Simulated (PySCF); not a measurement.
## A rate constant, worked out

An elementary step of GaH2Cl, closed shell (GaH₂Cl ([Cl][GaH2]) → GaH + HCl; Ga–Cl, Ga–H broken or loosened, Cl–H formed or tightened). The start structure is the reactant molecule, and the electronic barrier above it is 2.472 eV by CCSD(T) at an estimated basis limit (MP2 extrapolated from triple and quadruple zeta, plus CCSD(T) − MP2 in triple zeta). Program: PySCF 2.14 with density fitting (its default auxiliary sets; JK sets also for MP2 and CCSD(T)). Basis: def2-TZVPP and def2-QZVPP. Cores are frozen in the correlated methods. Filled d shells of the heavier atoms are correlated. The def2 sets are not built for correlating such inner shells, so the correlated values are less sure here. Extrapolation: Hartree–Fock as exp(−7.88 √X), correlation as X^−2.97. Harmonic wavenumbers (analytic Hessian with the translational sum rule) at PBE0-D4/def2-TZVP (PySCF 2.14 with density fitting (its default auxiliary sets; JK sets also for MP2 and CCSD(T))), in cm⁻¹:

Start: 417, 498, 616, 733, 2018, 2029.

Saddle: 909i, 240, 524, 574, 1540, 1881.

(1) Work out the transition-state-theory rate constant at 700 K from these numbers alone (harmonic vibrations; rotation, path degeneracy and anharmonicity left out), and the Wigner tunnelling factor. Use 1 cm⁻¹ = 1.2398 × 10⁻⁴ eV and k_B = 8.617 × 10⁻⁵ eV/K.

T1 diagnostic: at most 0.016. The restricted Hartree–Fock reference is unstable towards an unrestricted one at one or more of these structures.

Results:

(1) Zero-point energies, half the sums: start 6311/2 cm⁻¹ = 0.3912 eV; saddle, real modes only, 4759/2 cm⁻¹ = 0.2950 eV.
Barrier with zero-point energy: 2.472 + 0.2950 − 0.3912 = 2.3758 eV.
k_BT = 0.06032 eV, so the barrier is 39.39 k_BT.
Vibrational partition functions from the zero-point level, ln q = −Σ ln(1 − exp(−hν/k_BT)): start 1.611, saddle 1.791.
k = (k_BT/h) exp(ln q‡ − ln q) exp(−E0/k_BT), with log₁₀(k_BT/h in s⁻¹) = 13.16: log₁₀ k = 13.16 + (0.180 − 39.39)/2.3026 = -3.87, so k ≈ 1 × 10^(-4) s⁻¹.
Wigner factor: 1 + (hν‡/k_BT)²/24 = 1 + (1.87)²/24 = 1.15. A change of 1 kcal/mol (0.043 eV) in the barrier would change k by a factor of 2.1 at this temperature.

Labels in which every atom is bracketed show which atoms are joined, not bond orders.

For scale, one of the runs: CCSD(T)/def2-TZVPP, 118 basis functions, launched by `OMP_NUM_THREADS=4 python run.py`. The run took about 41 s on 4 CPU threads of an Arm Neoverse V1 (shared host).
